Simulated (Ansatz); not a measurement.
## Ansatz (development build ahead of 0.2.0) run

```yaml
crystal:
  periodic: [false, false, false]
  atoms:
    - { symbol: Be, position_ang: [0.0, 0.0, 0.0] }
    - { symbol: S, position_ang: [0.0, 0.0, 5.22] }
basis:
  gaussian: { orbitals: def2-SVP }
magnetization:
  spin_polarized: true
hamiltonian:
  xc: hf
scf:
  omitted_lower_state_checks: [stability, starts, atomic_configurations, cluster_reference, orbital_swaps, given_window_search, neighbouring_geometries, increment]
output:
  forces: true
```

The input is written out in the form of the current development build from the run's settings.

The run gave:

| Quantity | Value |
| --- | --- |
| Converged | yes |
| Total energy | -411.83587 hartree |
| Spin squared of the determinant | 0.000 |

Forces (eV/Å):
```tsv
atom	Fx	Fy	Fz
Be1	0.000	0.000	0.007
S2	0.000	0.000	-0.007
```

This is not the lowest solution: another run reaches a determinant 1.78 eV lower. Caution: another spin multiplicity may lie lower.
